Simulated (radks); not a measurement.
Values are calculated unless marked as measured or tabulated.
Species: Ho63+. Configuration: [He] 2s2. Level of theory: scalar-relativistic Kohn-Sham, BLYP, spin-polarised, spherical densities, finite nucleus; Fermi nuclear charge, rms radius 5.2022 fm (a radial shooting solver on a logarithmic mesh with Libxc functionals).

Normalised radial functions P(r) = r R(r), r in bohr:

r	1s	2s	2p
0.0009887	1.4567	0.5444	0.0137
0.001319	1.8323	0.6830	0.0223
0.001745	2.2739	0.8448	0.0358
0.002327	2.8119	1.0393	0.0583
0.003079	3.4140	1.2523	0.0937
0.004074	4.0782	1.4788	0.1499
0.005434	4.7877	1.7034	0.2417
0.00719	5.4362	1.8754	0.3809
0.009513	5.9437	1.9429	0.5913
0.01269	6.1837	1.8190	0.9093
0.01679	6.0085	1.4160	1.3404
0.02239	5.3214	0.6310	1.9143
0.02963	4.2012	-0.4924	2.5585
0.0392	2.8420	-1.8208	3.1738
0.05228	1.5357	-3.0421	3.5708
0.06917	0.6412	-3.6265	3.5004
0.09153	0.1869	-3.3151	2.8751
0.1221	0.0320	-2.2370	1.8381
0.1615	0.0030	-1.0705	0.8676
0.2154	0.0001	-0.3155	0.2605
0.285	0.0000	-0.0542	0.0469

1s: eigenvalue -62714 eV, 0 radial nodes, <r> = 0.0207 bohr, 90 % of the charge inside 0.0374 bohr. 2s: eigenvalue -15373.1 eV, 1 radial node at r = 0.0264 bohr, <r> = 0.0841 bohr, 90 % of the charge inside 0.129 bohr. 2p (empty): eigenvalue -14492.0 eV, 0 radial nodes, <r> = 0.0735 bohr, 90 % of the charge inside 0.119 bohr.
